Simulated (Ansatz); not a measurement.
Molecule: C$_{3}$H$_{3}$O (charge 0, doublet). SMILES: C#C[CH]O
Geometry from a B3LYP-D3(BJ)/def2-TZVP (Ansatz, a first-principles code) optimisation:
```xyz
7

C      1.9014    -0.0522    -0.0944
C      0.7009    -0.2525    -0.0228
C     -0.6514    -0.4564     0.0567
O     -1.5576     0.5605     0.0508
H      2.9487     0.1121    -0.1563
H     -1.1051    -1.4320     0.1300
H     -1.0887     1.4026    -0.0164
```
Charge 0, spin multiplicity 2.

Quantity: size of the dipole moment, in D. Set-up: six Cartesian d functions in 6-31G* and its kin unless marked 5d; no spin-orbit coupling; no dispersion term unless named; 6-311+G** with 5d; LANL2DZ all-electron up to Ne; non-relativistic; UHF or UKS for open shells. Ab initio and DFT rows: single points at B3LYP-D3(BJ) geometries (Ansatz).

```
level            program  size of the dipole moment (D)
---------------  -------  -----------------------------
B3LYP/STO-3G      Ansatz                           1.12
B3LYP/3-21G       Ansatz                           1.27
B3LYP/LANL2DZ     Ansatz                           1.47
B3LYP/6-31G       Ansatz                           1.50
B3LYP/6-31G*      Ansatz                           1.16
B3LYP/6-31+G*     Ansatz                           1.20
B3LYP/6-31G**     Ansatz                           1.14
B3LYP/def2-SVP    Ansatz                           1.07
B3LYP/cc-pVDZ     Ansatz                           1.01
B3LYP/6-311+G**   Ansatz                           1.15
```

No value to compare with is used here. The 10 habitual levels span 1.01 (B3LYP/cc-pVDZ) to 1.50 D (B3LYP/6-31G).

The sets are all those run for this method; left out are runs that failed, that the program found above a lower state of the same kind, or whose <S^2> lies over 0.5 above the pure value.
